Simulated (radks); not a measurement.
All-electron atom: the tantalum ion Ta12+ in [Kr] 4d10 4f13 5s2. Method: scalar-relativistic Kohn-Sham, BLYP, spin-polarised, spherical densities, finite nucleus; open shells are filled with parallel spins first (spin-orbit coupling, left out, can overturn this in heavy ions); Fermi nuclear charge, rms radius 5.3507 fm; computed with a radial shooting solver on a logarithmic mesh with Libxc functionals.

Normalised radial functions P(r) = r R(r), r in bohr:

| r | 4d up | 5s down |
|---|---|---|
| 0.001029 | 0.0000 | 0.0714 |
| 0.001179 | 0.0000 | 0.0791 |
| 0.00134 | 0.0000 | 0.0870 |
| 0.001535 | 0.0001 | 0.0960 |
| 0.001759 | 0.0001 | 0.1057 |
| 0.001999 | 0.0001 | 0.1154 |
| 0.00229 | 0.0002 | 0.1262 |
| 0.002624 | 0.0002 | 0.1375 |
| 0.003006 | 0.0003 | 0.1492 |
| 0.003417 | 0.0005 | 0.1602 |
| 0.003914 | 0.0007 | 0.1718 |
| 0.004485 | 0.0010 | 0.1829 |
| 0.005097 | 0.0014 | 0.1923 |
| 0.005839 | 0.0020 | 0.2008 |
| 0.00669 | 0.0029 | 0.2069 |
| 0.007604 | 0.0041 | 0.2097 |
| 0.008711 | 0.0059 | 0.2085 |
| 0.009981 | 0.0085 | 0.2021 |
| 0.01134 | 0.0119 | 0.1901 |
| 0.013 | 0.0169 | 0.1699 |
| 0.01489 | 0.0240 | 0.1409 |
| 0.01692 | 0.0331 | 0.1050 |
| 0.01939 | 0.0463 | 0.0575 |
| 0.02221 | 0.0643 | 0.0007 |
| 0.02525 | 0.0868 | -0.0597 |
| 0.02892 | 0.1184 | -0.1283 |
| 0.03314 | 0.1597 | -0.1968 |
| 0.03766 | 0.2089 | -0.2553 |
| 0.04315 | 0.2738 | -0.3031 |
| 0.04943 | 0.3526 | -0.3272 |
| 0.05664 | 0.4448 | -0.3182 |
| 0.06437 | 0.5415 | -0.2731 |
| 0.07375 | 0.6495 | -0.1833 |
| 0.08449 | 0.7540 | -0.0540 |
| 0.09603 | 0.8369 | 0.0926 |
| 0.11 | 0.8922 | 0.2534 |
| 0.126 | 0.8940 | 0.3891 |
| 0.1433 | 0.8290 | 0.4631 |
| 0.1641 | 0.6743 | 0.4554 |
| 0.188 | 0.4254 | 0.3422 |
| 0.2137 | 0.1125 | 0.1449 |
| 0.2448 | -0.2790 | -0.1281 |
| 0.2805 | -0.6900 | -0.4067 |
| 0.3188 | -1.0475 | -0.6071 |
| 0.3653 | -1.3453 | -0.6889 |
| 0.4185 | -1.5176 | -0.5945 |
| 0.4756 | -1.5483 | -0.3463 |
| 0.5449 | -1.4500 | 0.0411 |
| 0.6243 | -1.2487 | 0.4756 |
| 0.7096 | -1.0058 | 0.8442 |
| 0.8129 | -0.7356 | 1.1164 |
| 0.9314 | -0.4911 | 1.2195 |
| 1.067 | -0.2964 | 1.1513 |
| 1.213 | -0.1663 | 0.9668 |
| 1.389 | -0.0795 | 0.7077 |
| 1.592 | -0.0329 | 0.4527 |
| 1.809 | -0.0123 | 0.2609 |
| 2.073 | -0.0036 | 0.1246 |
| 2.375 | -0.0009 | 0.0495 |
| 2.699 | -0.0002 | 0.0171 |
| 3.092 | 0.0000 | 0.0044 |

4d up: eigenvalue -441.04 eV, 1 radial node at r = 0.223 bohr, <r> = 0.518 bohr, 90 % of the charge inside 0.774 bohr. 5s down: eigenvalue -270.66 eV, 4 radial nodes at r = 0.0222, 0.0887, 0.230, 0.538 bohr, <r> = 0.998 bohr, 90 % of the charge inside 1.40 bohr.
